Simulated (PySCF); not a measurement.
Compound: C4H3F3O2 (charge +1 and doublet state).
Z-matrix (Å and degrees, GFN2-xTB geometry), rows numbered from 1:
```
O 
C   1  1.1904
O   2  1.3234  1  126.09
C   3  1.3491  2  118.35  1    -5.50
C   4  1.3307  3  126.25  2    -0.58
C   5  1.5428  4  123.22  3   169.43
F   6  1.3237  5  110.61  4   -20.04
F   6  1.3128  5  111.73  4  -142.37
F   6  1.3310  5  107.04  4    97.90
H   2  1.1145  1  123.99  3  -179.77
H   4  1.0956  3  110.28  2   178.73
H   5  1.0998  4  124.35  3   -16.09
```

The hyperfine couplings belong to this conformer and change with its torsions.

Identity: `O=CO[CH+][CH]C(F)(F)F` [radical] (charge +1).

Method: UKS B3LYP, pcH-1 on C F H O, non-relativistic, mean-field spin-orbit, GIAO in PySCF 2.14.0. The structure is a single GFN2-xTB conformer in the gas phase; no vibrational or solvent corrections. The geometry wasn't refined by DFT: couplings that depend on bond lengths, twists or pyramidal angles can differ widely from those at the functional's own minimum, by a factor of two or more for some ions and for spin on atoms past the first row. The frame is twisted about the C4–C5 bond at this geometry (dihedral H11–C4–C5–C6 = -10°); couplings at other torsion angles weren't computed. Stability of the SCF solution: not tested.

Task: The isotropic 17O couplings are -16.3, -11.5 MHz. Assign them to O1; O3.

Result: 
```csv
site,a_iso (MHz),ρ(0) (bohr⁻³),position,distance from C5 (Å),spin population,largest |T| (MHz)
O1,-16.3,+0.0269,4 bonds from C5,2.54,+0.22,77.0
O3,-11.5,+0.0190,2 bonds from C5,2.39,+0.13,52.2
```

Task: Match the computed a_iso(13C) values +27.7, -19.1, -5.2, -1.8 MHz with the sites C2; C4; C5; C6.

Result: 
```json
{"site": "C2", "a_iso (MHz)": "-19.1", "ρ(0) (bohr⁻³)": "-0.0170", "position": "3 bonds from C5", "distance from C5 (Å)": "2.77", "spin population": "-0.04", "largest |T| (MHz)": "8.5"}
{"site": "C4", "a_iso (MHz)": "-5.2", "ρ(0) (bohr⁻³)": "-0.0046", "position": "1 bond from C5", "distance from C5 (Å)": "1.33", "spin population": "+0.20", "largest |T| (MHz)": "39.0"}
{"site": "C5", "a_iso (MHz)": "+27.7", "ρ(0) (bohr⁻³)": "+0.0246", "position": "largest spin population", "distance from C5 (Å)": "0.00", "spin population": "+0.44", "largest |T| (MHz)": "80.3"}
{"site": "C6", "a_iso (MHz)": "-1.8", "ρ(0) (bohr⁻³)": "-0.0016", "position": "1 bond from C5", "distance from C5 (Å)": "1.54", "spin population": "-0.01", "largest |T| (MHz)": "4.9"}
```

ρ(0) is the spin density at the nucleus and T the dipolar tensor; entries for several nuclei are means. The largest Mulliken spin populations are on C5 (+0.44), O1 (+0.22), C4 (+0.20) and O3 (+0.13). Three atoms exceed +0.15.

β density exceeds α density at some nuclei, such as C2 (-0.0170), C4 (-0.0046) and C6 (-0.0016), spin density in bohr⁻³. In a single determinant that takes different orbitals for the two spins, that is spin polarisation.

Nuclei that the bonding pattern makes equivalent are averaged, as if the motion that swaps them (rotation, inversion, ring flip) were fast. The three 19F nuclei of mean +12.6 MHz run from -6.6 to 49.9 MHz in the frozen geometry.

C5, the radical centre as drawn in `O=CO[CH+][CH]C(F)(F)F`, holds a spin population of +0.44 out of 1.
